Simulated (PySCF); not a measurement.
Isomers of H8O2Si3. Theory: PySCF 2.14.0, PBE0-D3(BJ)/def2-SVP geometry optimisation, gas phase. One conformer each; no zero-point energy, no entropy. No frequencies were run at this level. Point groups hold within 0.08 Å.

Question: Rank from lowest to highest electronic energy at this level (kcal/mol).
A. `[OH:1][SiH2:2][O:3][SiH2:4][SiH3:5]` with H–O1–Si2–O3 169°, O1–Si2–O3–Si4 13°, Si2–O3–Si4–Si5 -20°
B. `[SiH3:1][O:2][SiH2:3][O:4][SiH3:5]` with Si1–O2–Si3–O4 12°, O2–Si3–O4–Si5 9°

Answer: B (0.0), A (19.8).

As drawn, the higher has an O–H bond and an Si–Si bond, which the lower lacks.

```json
{"SMILES": "[SiH3]O[SiH2]O[SiH3]", "E (Eh)": "-1022.95960", "E rel (kcal/mol)": "0.0", "dipole (D)": "0.62", "point group": "C2", "A, B, C (MHz)": "3288, 1463, 1051"}
{"SMILES": "O[SiH2]O[SiH2][SiH3]", "E (Eh)": "-1022.92803", "E rel (kcal/mol)": "19.8", "dipole (D)": "2.05", "point group": "near Cs", "A, B, C (MHz)": "3450, 1595, 1137"}
```
